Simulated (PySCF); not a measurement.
These 5 structures share the formula C7H12. Level of theory: PySCF 2.14.0, PBE0-D3(BJ)/def2-SVP geometry optimisation, gas phase. Energies are electronic, without zero-point or thermal terms, for one conformer each. No frequencies were run at this level. Point groups hold within 0.08 Å.

Question: Rank from lowest to highest electronic energy at this level (kcal/mol).
A. `[CH2:1]1[CH2:2][CH2:3][C:4]2([CH2:5]1)[CH2:6][CH2:7]2` with C5–C1–C2–C3 42°, C1–C2–C3–C4 -34°, C2–C3–C4–C5 13°, C3–C4–C5–C1 13°
B. `[CH2:1]1[CH2:2][CH2:3][C@H:4]2[CH2:5][C@H:6]2[CH2:7]1` with C7–C1–C2–C3 65°, C1–C2–C3–C4 -49°, C2–C3–C4–C5 -52°, C3–C4–C5–C6 109°
C. `[CH2:1]=[C:2]1[CH2:3][CH2:4][CH2:5][CH2:6][CH2:7]1` with C1–C2–C3–C4 125°, C2–C3–C4–C5 53°, C3–C4–C5–C6 -55°, C4–C5–C6–C7 55° (methylenecyclohexane)
D. `[CH2:1]=[C:2]([CH2:3][CH3:4])[CH:5]1[CH2:6][CH2:7]1` with C1–C2–C3–C4 0°, C1–C2–C5–C6 -35°
E. `C1CC2(C1)CCC2`

Answer: C (0.0), B (5.1), A (9.0), E (25.3), D (28.5).

As drawn, the highest has a three-membered ring, which the lowest lacks.

```json
{"SMILES": "C=C1CCCCC1", "E (Eh)": "-273.44857", "E rel (kcal/mol)": "0.0", "dipole (D)": "0.64", "point group": "Cs", "A, B, C (MHz)": "4121, 2485, 1753"}
{"SMILES": "C1CC[C@H]2C[C@H]2C1", "E (Eh)": "-273.44037", "E rel (kcal/mol)": "5.1", "dipole (D)": "0.18", "point group": "C1", "A, B, C (MHz)": "3826, 2991, 2042"}
{"SMILES": "C1CCC2(C1)CC2", "E (Eh)": "-273.43418", "E rel (kcal/mol)": "9.0", "dipole (D)": "0.23", "point group": "C2", "A, B, C (MHz)": "5091, 2201, 1862"}
{"SMILES": "C1CC2(C1)CCC2", "E (Eh)": "-273.40821", "E rel (kcal/mol)": "25.3", "dipole (D)": "0.03", "point group": "C2", "A, B, C (MHz)": "5462, 2038, 2011"}
{"SMILES": "C=C(CC)C1CC1", "E (Eh)": "-273.40320", "E rel (kcal/mol)": "28.5", "dipole (D)": "0.68", "point group": "Cs", "A, B, C (MHz)": "6291, 1472, 1338"}
```

How do the relative energies change in single points at PBE0/pcSseg-1 (no added dispersion term) on the same geometries?

```tsv
SMILES	PBE0-D3(BJ)/def2-SVP (kcal/mol)	PBE0/pcSseg-1 (kcal/mol)	shift
C=C1CCCCC1	0.0	0.0	0.0
C1CC[C@H]2C[C@H]2C1	5.1	6.6	+1.5
C1CCC2(C1)CC2	9.0	9.8	+0.8
C1CC2(C1)CCC2	25.3	25.8	+0.5
C=C(CC)C1CC1	28.5	27.0	-1.5
```

Each column counts from its own lowest isomer. The order is unchanged; the largest shift is 1.5 kcal/mol.

As an exercise, what shares would exp(−E/RT) give at 2000 K from these electronic energies alone (no entropy, no degeneracies)?

RT = 3.974 kcal/mol: C=C1CCCCC1 72.5 %, C1CC[C@H]2C[C@H]2C1 19.9 %, C1CCC2(C1)CC2 7.5 %, C1CC2(C1)CCC2 0.1 %, C=C(CC)C1CC1 0.1 %.
